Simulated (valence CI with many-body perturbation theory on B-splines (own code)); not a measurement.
**E1 transitions of C**

Calculated by valence CI with perturbative core correlation (CI+MBPT): four valence electrons over a frozen Dirac-Fock core [He], radial functions for each j: 11 s, 11 p, 9 d, 7 f, 5 g, 2 h, 1 i, with the one-electron correlation potential Σ1, the two-electron term Σ2, the three-electron term Σ3, Breit, model QED; selected CI, second order for the rest, scaled by the run's own slope (own B-spline code, finite nucleus).

Set against measurement, 36 paired levels are off by 37 cm⁻¹ on average, the worst by 83. These come from a selection out of the NIST Handbook of Basic Atomic Spectroscopic Data. Levels without a partner in it may be off by more. Among the levels kept, up to 900 cm⁻¹ of a level comes from second order outside the variational space, and about a tenth of that is noise between levels of different J, which matters for small intervals.

Lines 201 to 248 of 248 in falling wavelength, among levels below 86306 cm⁻¹, chosen from the strongest by gf and those to the six lowest levels. Wavelengths and rates use the calculated energies, so an error of 40 cm⁻¹ moves a line at 1278 Å by 0.051 % and its rate by three times that or more. Electric multipoles are in the length gauge, E1 and E2 with the static RPA response of the core. Weak lines are less certain than strong ones. Lines between different terms over intervals too small for the method are left out, as are lines whose strength nearly cancels. Where a level lies close to another of its J and parity, the split of strength between their lines is uncertain. The highest levels of a list are the least certain.

Names give the largest LS component (configuration and term), which can be under half, so a name can repeat, a term be missing and a line seem to break the LS rules; names also repeat where a configuration has a term twice.

```
λ vac (Å)  λ from measured levels            Upper         Lower   A (s⁻¹)  log gf  Branch %
     1278                    1278  2s2.2p.3d 3D°_3  2s2.2p2 3P_2  2.25e+08   -0.41      91.5
     1278                          2s2.2p.4s 1P°_1  2s2.2p2 3P_2  2.59e+06   -2.72       2.6
     1278                    1278  2s2.2p.3d 3D°_1  2s2.2p2 3P_1  8.48e+07   -1.21      36.1
     1278                    1277  2s2.2p.3d 3D°_2  2s2.2p2 3P_1  1.68e+08   -0.69      67.2
     1278                    1277  2s2.2p.3d 3D°_1  2s2.2p2 3P_0  1.19e+08   -1.06      50.7
     1278                          2s2.2p.4s 1P°_1  2s2.2p2 3P_1  1.62e+07   -1.92      16.2
     1277                          2s2.2p.4s 1P°_1  2s2.2p2 3P_0  1.10e+07   -2.09      11.1
     1275                          2s2.2p.3d 1F°_3  2s2.2p2 3P_2  1.08e+06   -2.73       0.5
     1271                    1270  2s2.2p.3d 1P°_1  2s2.2p2 3P_1  2.42e+05   -3.75       0.1
     1271                    1270  2s2.2p.3d 1P°_1  2s2.2p2 3P_0  4.53e+05   -3.48       0.3
     1262                          2s2.2p.3d 3P°_2  2s2.2p2 3P_2  1.32e+08   -0.80      68.8
     1262                          2s2.2p.3d 3P°_1  2s2.2p2 3P_2  7.59e+07   -1.26      37.8
     1261                          2s2.2p.3d 3P°_2  2s2.2p2 3P_1  3.90e+07   -1.33      20.4
     1261                          2s2.2p.3d 3P°_0  2s2.2p2 3P_1  1.77e+08   -1.37      89.6
     1261                          2s2.2p.3d 3P°_1  2s2.2p2 3P_1  4.73e+07   -1.47      23.5
     1261                          2s2.2p.3d 3P°_1  2s2.2p2 3P_0  5.70e+07   -1.39      28.4
     1198                          2s2.2p.4d 1D°_2  2s2.2p2 3P_1  2.11e+05   -3.64       1.4
     1196                          2s2.2p.5s 3P°_1  2s2.2p2 3P_2  1.60e+07   -1.99      29.8
     1195                          2s2.2p.4d 3F°_2  2s2.2p2 3P_2  4.32e+05   -3.33       3.6
     1195                          2s2.2p.5s 3P°_0  2s2.2p2 3P_1  4.04e+07   -2.06      78.3
     1195                          2s2.2p.4d 3F°_3  2s2.2p2 3P_2  9.23e+06   -1.86      51.3
     1195                          2s2.2p.5s 3P°_2  2s2.2p2 3P_2  2.70e+07   -1.54      43.6
     1195                          2s2.2p.5s 3P°_1  2s2.2p2 3P_1  7.46e+06   -2.32      13.9
     1195                          2s2.2p.4d 3F°_2  2s2.2p2 3P_1  5.10e+06   -2.26      42.9
     1195                          2s2.2p.5s 3P°_1  2s2.2p2 3P_0  1.77e+07   -1.94      33.0
     1195                          2s2.2p.5s 3P°_2  2s2.2p2 3P_1  2.41e+07   -1.59      39.0
     1194                          2s2.2p.4d 3D°_1  2s2.2p2 3P_2  1.94e+06   -2.91       1.7
     1194                          2s2.2p.4d 3D°_2  2s2.2p2 3P_2  3.37e+07   -1.44      28.8
     1194                          2s2.2p.4d 3D°_3  2s2.2p2 3P_2  1.10e+08   -0.78      95.3
     1194                          2s2.2p.4d 3D°_1  2s2.2p2 3P_1  4.16e+07   -1.57      36.1
     1194                          2s2.2p.5s 1P°_1  2s2.2p2 3P_2  2.36e+06   -2.82       5.7
     1194                          2s2.2p.4d 3D°_1  2s2.2p2 3P_0  6.47e+07   -1.38      56.3
     1194                          2s2.2p.4d 3D°_2  2s2.2p2 3P_1  7.87e+07   -1.08      67.2
     1193                          2s2.2p.5s 1P°_1  2s2.2p2 3P_1  8.64e+06   -2.26      20.8
     1193                          2s2.2p.5s 1P°_1  2s2.2p2 3P_0  2.62e+06   -2.77       6.3
     1193                          2s2.2p.4d 1F°_3  2s2.2p2 3P_2  2.28e+06   -2.47       2.2
     1191                          2s2.2p.4d 1P°_1  2s2.2p2 3P_1  7.53e+05   -3.32       0.9
     1191                          2s2.2p.4d 1P°_1  2s2.2p2 3P_0  7.38e+05   -3.33       0.9
     1190                          2s2.2p.4d 3P°_2  2s2.2p2 3P_2  5.09e+07   -1.27      75.4
     1190                          2s2.2p.4d 3P°_1  2s2.2p2 3P_2  2.95e+07   -1.73      39.1
     1190                          2s2.2p.4d 3P°_2  2s2.2p2 3P_1  9.70e+06   -1.99      14.4
     1190                          2s2.2p.4d 3P°_0  2s2.2p2 3P_1  6.94e+07   -1.83      91.3
     1189                          2s2.2p.4d 3P°_1  2s2.2p2 3P_1  2.03e+07   -1.89      26.9
     1189                          2s2.2p.4d 3P°_1  2s2.2p2 3P_0  1.86e+07   -1.93      24.7
     1161                          2s2.2p.5d 1D°_2  2s2.2p2 3P_1  3.11e+05   -3.50       5.2
     1160                          2s2.2p.5d 3F°_2  2s2.2p2 3P_2  6.53e+05   -3.18       7.0
     1160                          2s2.2p.5d 3F°_3  2s2.2p2 3P_2  8.57e+06   -1.92      54.8
     1159                          2s2.2p.5d 3F°_2  2s2.2p2 3P_1  5.27e+06   -2.28      56.8
```
